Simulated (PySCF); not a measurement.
Identify the unknown among the candidates.

All candidates are C8H9PS.

- Rotational structure: rotational constants A, B, C: 1.687, 0.623, 0.491 GHz [GFN2-xTB]
- NMR, other nuclei: isotropic shieldings of nuclei other than C and H, by class: 388 (1 P), 268 (1 S) ppm [GIAO PBE0/pcSseg-1]
- 13C NMR: chemical shifts (computed TMS as zero) by class: 154.9 (1 C), 135.7 (1 C), 135.7 (1 C), 131.6 (1 C), 110.1 (1 C), 86.2 (1 C), 20.1 (1 C), 6.3 (1 C) ppm [GIAO PBE0/pcSseg-1]
- 1H NMR: chemical shifts (computed TMS as zero) by class: 7.51 (1 H), 7.25 (1 H), 7.18 (1 H), 2.20 (3 H), 1.66 (3 H) ppm [GIAO PBE0/pcSseg-1]
- Dipole: 1.99 D [PBE0/pcSseg-1]

Electronic properties: PySCF, gas phase, density fitting. Levels stand in brackets. The structure is a single GFN2-xTB conformer in the gas phase; no vibrational or solvent corrections. NMR classes are plain means over equivalent atoms (diastereotopic ones count apart unless rotation or inversion swaps them), as if these changed places fast.

Question: Which candidate is it?
A. `C=Cc1pc(C2CC2)cs1`
B. `CC#CP(C)c1ccsc1`
C. `C#CCP(C)c1cccs1`
D. `CC#CP(C)c1cccs1`
E. `C#Cc1pcc(C(C)C)s1`

Answer: D. It is `CC#CP(C)c1cccs1`. Numbering: `[CH3:1][C:2]#[C:3][P:4]([CH3:5])[c:6]1[cH:7][cH:8][cH:9][s:10]1`. 8 carbons fall into 8 classes; from least to most shielded: substituted aromatic carbon [C6] (154.9 ppm), aromatic CH carbon [C7] (135.7 ppm), aromatic CH next to a ring sulfur [C9] (135.7 ppm), aromatic CH carbon [C8] (131.6 ppm), alkyne carbon [C2] (110.1 ppm), alkyne carbon [C3] (86.2 ppm), chain sp3 carbon bound to phosphorus [C5] (20.1 ppm), propargylic carbon [C1] (6.3 ppm). Hydrogen classes from least to most shielded: 1 H on an aromatic CH carbon, C7 (7.51 ppm), 1 H on an aromatic CH next to a ring sulfur, C9 (7.25 ppm), 1 H on an aromatic CH carbon, C8 (7.18 ppm), 3 H on a propargylic carbon, C1 (2.20 ppm), 3 H on an sp3 carbon bound to phosphorus, C5 (1.66 ppm, a mean of values up to 0.5 ppm apart in this geometry). The other shieldings belong to: 388 ppm, phosphine phosphorus [P4]; 268 ppm, thiophene-type sulfur [S10]. The optimised geometry has point group C1 and is an asymmetric top.

The others, at the same levels:
- `C#CCP(C)c1cccs1` fails: its computed 13C shifts are 156.5 (1 C), 141.6 (1 C), 140.0 (1 C), 130.9 (1 C), 85.5 (1 C), 76.0 (1 C), 29.2 (1 C), 21.9 (1 C) ppm, 1H shifts are 7.60 (1 H), 7.52 (1 H), 7.08 (1 H), 2.69 (2 H), 1.60 (3 H), 1.48 (1 H) ppm and rotational constant A is 2.397 GHz (against 1.687 GHz).
- `C=Cc1pc(C2CC2)cs1` fails: it has 7 carbon classes against 8; its computed 13C shifts are 193.7 (1 C), 175.3 (1 C), 140.6 (1 C), 128.8 (1 C), 117.2 (1 C), 17.4 (2 C), 15.8 (1 C) ppm, 1H shifts are 7.37 (1 H), 6.89 (1 H), 6.18 (1 H), 5.36 (1 H), 2.30 (1 H), 1.17 (2 H), 0.68 (2 H) ppm and rotational constant A is 2.712 GHz (against 1.687 GHz).
- `CC#CP(C)c1ccsc1` fails: its computed 13C shifts are 147.2 (1 C), 135.8 (1 C), 134.1 (1 C), 129.5 (1 C), 109.2 (1 C), 86.5 (1 C), 17.2 (1 C), 6.2 (1 C) ppm, 1H shifts are 7.45 (1 H), 7.22 (1 H), 6.75 (1 H), 2.13 (3 H), 1.67 (3 H) ppm and rotational constant A is 1.586 GHz (against 1.687 GHz).
- `C#Cc1pcc(C(C)C)s1` fails: it has 7 carbon classes against 8; its computed 13C shifts are 178.6 (1 C), 168.3 (1 C), 146.2 (1 C), 103.2 (1 C), 83.5 (1 C), 40.3 (1 C), 30.5 (2 C) ppm, 1H shifts are 7.73 (1 H), 4.06 (1 H), 3.15 (1 H), 1.44 (6 H) ppm and rotational constant A is 1.958 GHz (against 1.687 GHz).

Each candidate is one conformer, not necessarily the lowest. Dipoles, sizes and rotational constants follow the conformer. The torsions of the flexible species, by atom-mapped SMILES:
- `[CH3:1][C:2]#[C:3][P:4]([CH3:5])[c:6]1[cH:7][cH:8][cH:9][s:10]1`: C3–P4–C6–C7 44°
- `[CH:1]#[C:2][CH2:3][P:4]([CH3:5])[c:6]1[cH:7][cH:8][cH:9][s:10]1`: C2–C3–P4–C5 72°, C3–P4–C6–C7 131°
- `[CH2:1]=[CH:2][c:3]1[p:4][c:5]([CH:6]2[CH2:7][CH2:8]2)[cH:9][s:10]1`: C1–C2–C3–P4 -179°, P4–C5–C6–C7 -148°
- `[CH3:1][C:2]#[C:3][P:4]([CH3:5])[c:6]1[cH:7][cH:8][s:9][cH:10]1`: C3–P4–C6–C7 56°
- `[CH:1]#[C:2][c:3]1[p:4][cH:5][c:6]([CH:7]([CH3:8])[CH3:9])[s:10]1`: C5–C6–C7–C8 -121°
